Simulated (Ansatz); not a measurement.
CH6AlClSi, SMILES `[CH3][AlH][SiH2]Cl`, relaxed with RKS PBE-D4/def2-SVP in Ansatz 0.2.0 from a rough embedded geometry. The force threshold is 0.03 eV/Å; the program also tests the step.

Charge 0, multiplicity 1.

Start:

```xyz
10

C     0.535    1.608    0.716
Al   -0.619    0.070    0.663
Si   -0.184   -1.618   -0.882
Cl   -0.249   -0.890   -2.899
H     0.555    2.179   -0.262
H     1.625    1.335    0.959
H     0.219    2.336    1.494
H    -1.864   -0.053    1.606
H     1.177   -2.249   -0.634
H    -1.195   -2.718   -0.762
```

(1) By how much does the energy fall, and how many steps does the optimiser take? (Best estimate.)

(2) Which bonds change most? (An estimate is asked.)

(3) Give the relaxed structure. (An estimate is asked.)

## Answers

(1) Ansatz gave: 4.99 kcal/mol, in 15 steps.

(2) Ansatz gave: Al2–Si3 from 2.329 to 2.463 Å; C1–Al2 from 1.924 to 1.964 Å; Al2–H8 from 1.566 to 1.605 Å; C1–H6 from 1.150 to 1.114 Å.

(3) Computed: 
```xyz
10

C     0.551    1.625    0.685
Al   -0.630    0.060    0.797
Si   -0.187   -1.713   -0.853
Cl   -0.356   -0.563   -2.632
H     0.903    1.782   -0.356
H     1.459    1.463    1.309
H     0.070    2.559    1.044
H    -1.853   -0.035    1.832
H     1.198   -2.316   -0.848
H    -1.155   -2.862   -0.978
```
